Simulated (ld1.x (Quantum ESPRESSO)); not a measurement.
# An all-electron radial function and its pseudo partner (Ca)

Columns: radius, all-electron u(r) and pseudo u(r) of the 3d shell (level -2.23 eV) of calcium in the configuration [Ne] 3s2 3p6 3d0 4s1.75 4p0.25; PBE, scalar-relativistic, TM semilocal scheme, ld1.x (Quantum ESPRESSO) 7.5.

```tsv
r (bohr)	all-electron	pseudo
0.158	0.0480	0.0041
0.315	0.1827	0.0307
0.473	0.3300	0.0951
0.630	0.4509	0.1989
0.788	0.5398	0.3313
0.945	0.5957	0.4691
1.102	0.6246	0.5894
1.260	0.6334	0.6747
1.418	0.6283	0.7166
1.575	0.6142	0.7190
1.732	0.5945	0.6926
1.890	0.5717	0.6497
2.047	0.5475	0.6017
2.205	0.5227	0.5553
2.362	0.4983	0.5151
2.520	0.4745	0.4815
2.678	0.4518	0.4540
2.835	0.4306	0.4309
2.992	0.4105	0.4105
3.150	0.3912	0.3912
3.308	0.3728	0.3728
3.465	0.3552	0.3552
3.622	0.3382	0.3382
3.780	0.3217	0.3217
3.938	0.3057	0.3057
4.095	0.2903	0.2903
```

Problem. How many radial nodes do the two functions have?

Solution. The all-electron 3d function has n − l − 1 = 0; the pseudo-wave has 0.

Problem. At about which radius was the pseudo-wave matched?

Solution. 3.15 bohr. The columns agree to 0.0005 from 2.83 bohr on; several derivatives are matched, so the curves merge somewhat inside the radius.

Problem. Is the pseudo-wave norm-conserving?

Solution. Yes: the TM semilocal scheme keeps the norm inside the radius equal to the all-electron one, which fixes the energy derivative of the logarithmic derivative at the level.
